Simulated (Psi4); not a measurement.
C$_{2}$H$_{3}$N, triplet, geometry from GFN2-xTB (a higher spin typed on purpose: for a closed-shell molecule this is an excited state); BLYP/cc-pVDZ (Psi4 1.11).

Here is a job for Psi4.
```
memory 2 GB

molecule {
0 3
C    -1.07799219    0.02838501    0.00627118
C     0.34217185   -0.47008600    0.13522217
N     1.23983392    0.32551057   -0.11379751
H    -1.55551587   -0.60779227   -0.73783391
H    -1.53194100   -0.09395255    0.98882234
H    -1.17645856    1.07337678   -0.30336599
}

set {
  basis cc-pvdz
  reference uks
  scf_type pk
  puream true
  d_convergence 1e-8
  dft_radial_points 99
  dft_spherical_points 590
}

energy('blyp')
print_variables()
```

Q: What does Psi4 print? Leave out banner, timings and long lists.

A: 
```
   => Loading Basis Set <=

    Name: CC-PVDZ
    Role: ORBITAL
    Keyword: BASIS

         ---------------------------------------------------------
                                   SCF
               by Justin Turney, Rob Parrish, Andy Simmonett
                          and Daniel G. A. Smith
                              UKS Reference
         ---------------------------------------------------------

  ==> Geometry <==

    Molecular point group: c1
    Full point group: C1

    Geometry (in Angstrom), charge = 0, multiplicity = 3:

       Center              X                  Y                   Z               Mass
    ------------   -----------------  -----------------  -----------------  -----------------
         C           -1.181202463398     0.037348066729     0.005013023246    12.000000000000
         C            0.238961576602    -0.461122943271     0.133964013246    12.000000000000
         N            1.136623646602     0.334473626729    -0.115055666754    14.003074004430
         H           -1.658726143398    -0.598829213271    -0.739092066754     1.007825032230
         H           -1.635151273398    -0.084989493271     0.987564183246     1.007825032230
         H           -1.279668833398     1.082339836729    -0.304624146754     1.007825032230

  Running in c1 symmetry.

  Rotational constants: A =      2.28728  B =      0.37785  C =      0.34606 [cm^-1]
  Rotational constants: A =  68571.01480  B =  11327.68634  C =  10374.55440 [MHz]
  Nuclear repulsion =   58.262496304125584

  Charge       = 0
  Multiplicity = 3
  Electrons    = 22
  Nalpha       = 12
  Nbeta        = 10

  ==> Algorithm <==

  SCF Algorithm Type is PK.
  DIIS enabled.
  MOM disabled.
  Fractional occupation disabled.
  Guess Type is SAD.
  Energy threshold   = 1.00e-06
  Density threshold  = 1.00e-08
  Integral threshold = 1.00e-12

  ==> Primary Basis <==

  Basis Set: CC-PVDZ
    Blend: CC-PVDZ
    Number of shells: 27
    Number of basis functions: 57
    Number of Cartesian functions: 60
    Spherical Harmonics?: true
    Max angular momentum: 2

  ==> DFT Potential <==

   => LibXC <=

    Version 7.1.2
    S. Lehtola, C. Steigemann, M. J. T. Oliveira, and M. A. L. Marques,  SoftwareX 7, 1–5 (2018) (10.1016/j.softx.2017.11.002)

   => Composite Functional: BLYP <=

    BLYP GGA Exchange-Correlation Functional

    P.J. Stephens et. al., J. Phys. Chem., 98, 11623-11627, 1994
    B. Miehlich et. al., Chem. Phys. Lett., 157(3), 200-206 1989

[...]
      Ntotal   =   21.9999999046 ; deviation = -9.540e-08

   @Spin Contamination Metric:   2.367003336E-03
   @S^2 Expected:                2.000000000E+00
   @S^2 Observed:                2.002367003E+00
   @S   Expected:                1.000000000E+00
   @S   Observed:                1.000000000E+00

    Orbital Energies [Eh]
    ---------------------

    Alpha Occupied:

[...]
    Alpha Virtual:

[...]
    Beta Occupied:

[...]
      10A     -0.273931

    Beta Virtual:

[...]
    Final Occupation by Irrep:
              A
    DOCC [    10 ]
    SOCC [     2 ]
    NA   [    12 ]
    NB   [    10 ]

  @UKS Final Energy:  -132.53424531212505

   => Energetics <=

    Nuclear Repulsion Energy =             58.2624963041255839
    One-Electron Energy =                -293.0711486595432689
    Two-Electron Energy =                 121.0107864012727532
    DFT Exchange-Correlation Energy =     -18.7363793579801268
    Empirical Dispersion Energy =           0.0000000000000000
    VV10 Nonlocal Energy =                  0.0000000000000000
    Total Energy =                       -132.5342453121250514

  UHF NO Occupations:
  HONO-2 :   10  A 1.9995275
  HONO-1 :   11  A 1.0000000
  HONO-0 :   12  A 1.0000000
  LUNO+0 :   13  A 0.0004725
  LUNO+1 :   14  A 0.0003126
  LUNO+2 :   15  A 0.0001693
  LUNO+3 :   16  A 0.0001253

Computation Completed

Properties will be evaluated at   0.000000,   0.000000,   0.000000 [a0]

Properties computed using the SCF density matrix

 Multipole Moments:

 ------------------------------------------------------------------------------------
     Multipole            Electronic (a.u.)      Nuclear  (a.u.)        Total (a.u.)
 ------------------------------------------------------------------------------------

 L = 1.  Multiply by 2.5417464519 to convert [e a0] to [Debye]
 Dipole X            :          3.4475322           -4.2908614           -0.8433291
 Dipole Y            :         -0.5542904            0.3726299           -0.1816605
 Dipole Z            :          0.1178818           -0.0523066            0.0655752
 Magnitude           :                                                    0.8651616

 ------------------------------------------------------------------------------------

  Variable Map:
  ----------------------------------------------------------------------------
[...]
  Array Variable Map:
  ----------------------------------------------------------------------------
[...]
[...]
```
